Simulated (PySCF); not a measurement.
PySCF input file for W(O)3 cation (O3W), SMILES [W](=[O])(=[O])=[O] (connectivity only; charge and spin as stated), charge +1, multiplicity 2, TDA-ωB97X/def2-SVPD. Geometry: B3LYP-D3(BJ)/def2-TZVP. The multiplicity is an assumed one; other spin states were not compared. The isomer is the one that the SMILES or the coordinates give; other isomers of the formula were not compared. The def2 effective core potentials stand for the cores of W; spin–orbit coupling is left out.

```python
import numpy as np
from pyscf import gto, scf, dft, tdscf

mol = gto.M(
    atom='''
    W    -0.03192001    0.18064103    0.00000000
    O    -0.69147678   -0.60292957    1.35213174
    O     1.67821380   -0.46507040   -0.00000007
    O    -0.69147689   -0.60292957   -1.35213169
    ''',
    basis='def2-SVPD',
    ecp={'W': 'def2-svp'},
    charge=1,
    spin=1,
    max_memory=1600,
    verbose=4,
)
mf = dft.UKS(mol, xc='wb97x').density_fit(auxbasis='def2-universal-jkfit')
mf.grids.level = 3
mf.conv_tol = 1e-9
mf.max_cycle = 100
mf.kernel()
fine, coarse = mf.grids, dft.Grids(mol).set(level=1).build(with_non0tab=True)
for _ in range(3):  # follow internal instabilities
    mf.grids = coarse
    mo, _, stable, _ = mf.stability(return_status=True, nroots=4)
    mf.grids = fine
    if stable:
        break
    mf.kernel(mf.make_rdm1(mo, mf.mo_occ))
mf.grids = dft.Grids(mol).set(level=1).build(with_non0tab=True)  # coarser grid for the response kernel
td = tdscf.TDA(mf)
td.nstates = 10
td.conv_tol = 1e-4
td.kernel(x0=td.get_init_guess(mf, 15))
td.analyze(verbose=3)
```

Log of the run:

```
PySCF version 2.14.0

[INPUT] verbose = 4
[INPUT] num. atoms = 4
[INPUT] num. electrons = 37
[INPUT] charge = 1
[INPUT] spin (= nelec alpha-beta = 2S) = 1
[INPUT] symmetry False subgroup None
[INPUT] Mole.unit = angstrom
[INPUT] Symbol           X                Y                Z      unit          X                Y                Z       unit  Magmom
[INPUT]  1 W     -0.031920010000   0.180641030000   0.000000000000 AA   -0.060320076793   0.341362073559   0.000000000000 Bohr   0.0
[INPUT]  2 O     -0.691476780000  -0.602929570000   1.352131740000 AA   -1.306701735696  -1.139371759702   2.555158672932 Bohr   0.0
[INPUT]  3 O      1.678213800000  -0.465070400000  -0.000000070000 AA    3.171364460466  -0.878855684642  -0.000000132281 Bohr   0.0
[INPUT]  4 O     -0.691476890000  -0.602929570000  -1.352131690000 AA   -1.306701943566  -1.139371759702  -2.555158578445 Bohr   0.0

nuclear repulsion = 139.622367294578
number of shells = 40
number of NR pGTOs = 159
number of NR cGTOs = 104
basis = def2-SVPD
ecp = {'W': 'def2-svp'}


[settings echo left out]
init E= -279.632600257337
  alpha nocc = 19  HOMO = -0.647120517039957  LUMO = -0.325731437384363
  beta  nocc = 18  HOMO = -0.655037006938645  LUMO = -0.647120517039959

WARN: HOMO -0.647120517039957 >= LUMO -0.647120517039959

cycle= 1 E= -291.721341905142  delta_E= -12.1  |g|= 1.06  |ddm|=  5.2
  alpha nocc = 19  HOMO = -0.517015636315069  LUMO = -0.364427411268693
  beta  nocc = 18  HOMO = -0.517008247377145  LUMO = -0.465250151502836
  HOMO = -0.517008247377  LUMO = -0.465250151503  gap/eV = 1.40841
cycle= 2 E= -289.101137523999  delta_E= 2.62  |g|= 2.84  |ddm|= 2.83
  alpha nocc = 19  HOMO = -0.677776140996808  LUMO = -0.339045758343399
  beta  nocc = 18  HOMO = -0.650331457731745  LUMO = -0.377061736823315
  HOMO = -0.650331457732  LUMO = -0.377061736823  gap/eV = 7.43605
cycle= 3 E= -292.174158976535  delta_E= -3.07  |g|= 0.205  |ddm|= 2.08
  alpha nocc = 19  HOMO = -0.669572014684196  LUMO = -0.327051289593864
  beta  nocc = 18  HOMO = -0.662635125959461  LUMO = -0.431543010057588
  HOMO = -0.662635125959  LUMO = -0.431543010058  gap/eV = 6.28834
cycle= 4 E= -292.175560383587  delta_E= -0.0014  |g|= 0.206  |ddm|= 0.286
  alpha nocc = 19  HOMO = -0.69100975390845  LUMO = -0.328421447406768
  beta  nocc = 18  HOMO = -0.681946303529005  LUMO = -0.396193722305107
  HOMO = -0.681946303529  LUMO = -0.396193722305  gap/eV = 7.77572
cycle= 5 E= -292.193642778187  delta_E= -0.0181  |g|= 0.0219  |ddm|= 0.144
  alpha nocc = 19  HOMO = -0.686159296188674  LUMO = -0.321976629909269
  beta  nocc = 18  HOMO = -0.677493621155991  LUMO = -0.387174248622056
  HOMO = -0.677493621156  LUMO = -0.387174248622  gap/eV = 7.89999
cycle= 6 E= -292.194537981784  delta_E= -0.000895  |g|= 0.0108  |ddm|= 0.0421
  alpha nocc = 19  HOMO = -0.686489101626549  LUMO = -0.322756804608996
  beta  nocc = 18  HOMO = -0.678388675262221  LUMO = -0.382605510028824
  HOMO = -0.678388675262  LUMO = -0.382605510029  gap/eV = 8.04867
cycle= 7 E= -292.194998819969  delta_E= -0.000461  |g|= 0.00537  |ddm|= 0.0377
  alpha nocc = 19  HOMO = -0.68564630646728  LUMO = -0.322996346787455
  beta  nocc = 18  HOMO = -0.678023912125149  LUMO = -0.381255664128883
  HOMO = -0.678023912125  LUMO = -0.381255664129  gap/eV = 8.07548
cycle= 8 E= -292.195121604099  delta_E= -0.000123  |g|= 0.00252  |ddm|= 0.0214
  alpha nocc = 19  HOMO = -0.685154812031154  LUMO = -0.322901296041842
  beta  nocc = 18  HOMO = -0.677947327883837  LUMO = -0.38106042152879
  HOMO = -0.677947327884  LUMO = -0.381060421529  gap/eV = 8.07870
cycle= 9 E= -292.195162507611  delta_E= -4.09e-05  |g|= 0.0016  |ddm|= 0.0123
  alpha nocc = 19  HOMO = -0.684891326130156  LUMO = -0.322960172394737
  beta  nocc = 18  HOMO = -0.678197008206031  LUMO = -0.381063336409266
  HOMO = -0.678197008206  LUMO = -0.381063336409  gap/eV = 8.08542
cycle= 10 E= -292.195184273711  delta_E= -2.18e-05  |g|= 0.000769  |ddm|= 0.0119
  alpha nocc = 19  HOMO = -0.684611462768789  LUMO = -0.322917570566855
  beta  nocc = 18  HOMO = -0.678156574252321  LUMO = -0.380963416839784
  HOMO = -0.678156574252  LUMO = -0.38096341684  gap/eV = 8.08704
cycle= 11 E= -292.195188611268  delta_E= -4.34e-06  |g|= 0.000405  |ddm|= 0.00581
  alpha nocc = 19  HOMO = -0.684585957817593  LUMO = -0.322895403422375
  beta  nocc = 18  HOMO = -0.678193565748153  LUMO = -0.381015497033172
  HOMO = -0.678193565748  LUMO = -0.381015497033  gap/eV = 8.08663
cycle= 12 E= -292.195189448622  delta_E= -8.37e-07  |g|= 0.000124  |ddm|= 0.00262
  alpha nocc = 19  HOMO = -0.684568320467434  LUMO = -0.322885018470792
  beta  nocc = 18  HOMO = -0.678205503190627  LUMO = -0.381024231508832
  HOMO = -0.678205503191  LUMO = -0.381024231509  gap/eV = 8.08671
cycle= 13 E= -292.195189527159  delta_E= -7.85e-08  |g|= 6.14e-05  |ddm|= 0.000776
  alpha nocc = 19  HOMO = -0.684574835327023  LUMO = -0.322891902261656
  beta  nocc = 18  HOMO = -0.678210666471857  LUMO = -0.381013190153073
  HOMO = -0.678210666472  LUMO = -0.381013190153  gap/eV = 8.08716
cycle= 14 E= -292.195189534391  delta_E= -7.23e-09  |g|= 5.38e-05  |ddm|= 0.000157
  alpha nocc = 19  HOMO = -0.684570297818194  LUMO = -0.322883938293533
  beta  nocc = 18  HOMO = -0.678205850406154  LUMO = -0.381017559718586
  HOMO = -0.678205850406  LUMO = -0.381017559719  gap/eV = 8.08691
cycle= 15 E= -292.195189539325  delta_E= -4.93e-09  |g|= 2.19e-05  |ddm|= 0.000155
  alpha nocc = 19  HOMO = -0.684571899736593  LUMO = -0.322885879363319
  beta  nocc = 18  HOMO = -0.678205268437566  LUMO = -0.38101564485256
  HOMO = -0.678205268438  LUMO = -0.381015644853  gap/eV = 8.08694
cycle= 16 E= -292.195189540603  delta_E= -1.28e-09  |g|= 1.37e-05  |ddm|= 7.17e-05
  alpha nocc = 19  HOMO = -0.684571661847524  LUMO = -0.32288645823601
  beta  nocc = 18  HOMO = -0.678204440011809  LUMO = -0.381014898335039
  HOMO = -0.678204440012  LUMO = -0.381014898335  gap/eV = 8.08694
cycle= 17 E= -292.195189540988  delta_E= -3.86e-10  |g|= 1.23e-05  |ddm|= 4.17e-05
  alpha nocc = 19  HOMO = -0.684572636455851  LUMO = -0.322885456270377
  beta  nocc = 18  HOMO = -0.678204972048643  LUMO = -0.381014365568266
  HOMO = -0.678204972049  LUMO = -0.381014365568  gap/eV = 8.08697
Extra cycle  E= -292.19518954093  delta_E= 5.79e-11  |g|= 2.42e-05  |ddm|= 2.68e-05
converged SCF energy = -292.19518954093  <S^2> = 0.77350423  2S+1 = 2.0233677
tot grids = 24480
uhf_internal: lowest eigs of H = [0.01553285 0.10957473 0.13552861 0.17785852]
<class 'pyscf.df.df_jk.DFUKS'> wavefunction is stable in the internal stability analysis
tot grids = 24480


******** <class 'pyscf.tdscf.uks.TDA'> for <class 'pyscf.df.df_jk.DFUKS'> ********
nstates = 10
deg_eia_thresh = 1.000e-03
wfnsym = None
conv_tol = 0.0001
eigh lindep = 1e-12
eigh level_shift = 0
eigh max_cycle = 100


Excitation energies (eV)
[0.62391519 1.81752822 2.12094635 3.36419732 3.59205422 3.66309382
 3.85836101 3.89100893 4.22643957 4.43269372]

** Excitation energies and oscillator strengths **
Excited State   1:      0.62392 eV   1987.20 nm  f=0.0005
Excited State   2:      1.81753 eV    682.16 nm  f=0.0005
Excited State   3:      2.12095 eV    584.57 nm  f=0.0009
Excited State   4:      3.36420 eV    368.54 nm  f=0.0004
Excited State   5:      3.59205 eV    345.16 nm  f=0.0060
Excited State   6:      3.66309 eV    338.47 nm  f=0.0003
Excited State   7:      3.85836 eV    321.34 nm  f=0.0051
Excited State   8:      3.89101 eV    318.64 nm  f=0.0001
Excited State   9:      4.22644 eV    293.35 nm  f=0.0001
Excited State  10:      4.43269 eV    279.70 nm  f=0.0002
```

The calculation finished and met its thresholds.

Cost: very roughly 60 core-seconds.
